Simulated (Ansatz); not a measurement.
Reaction (redistribution): `[SiH3]B(Cl)[SeH]` + `C=C(O)[SiH2]O` → `C=C(O)B([SiH3])Cl` + `O[SiH2][SeH]`

Isolated molecules relaxed with PBE0-D4/def2-TZVP in Ansatz; ΔE leaves out vibrations. CCSD(T)/CBS adds triple-zeta CCSD(T) − MP2 to the extrapolated MP2 energy (def2 sets, frozen cores). DFT in def2-TZVPP. For Se outer-core shells are correlated without core-valence functions, which leaves a few kJ/mol of doubt a bond. Scalar relativity is left out up to krypton. One conformer a species, not always the lowest.

| species | PBE energy (Eh) |
| --- | --- |
| `[SiH3]B(Cl)[SeH]` | -3177.83600 |
| `C=C(O)[SiH2]O` | -519.47368 |
| `C=C(O)B([SiH3])Cl` | -929.11877 |
| `O[SiH2][SeH]` | -2768.19368 |

(1) Work out ΔE.

Largest T1 diagnostic among the species: 0.014.

Results:

(1) ΔE = (-929.11877) + (-2768.19368) − (-3177.83600) − (-519.47368) = -0.00277 Eh = -7.3 kJ/mol. CCSD(T)/CBS gives -6.5 kJ/mol.

In def2-TZVPP, CCSD(T) changes the Hartree–Fock value by +8.9 kJ/mol (the triples alone add +1.0 kJ/mol) and MP2 by +10.3 kJ/mol.
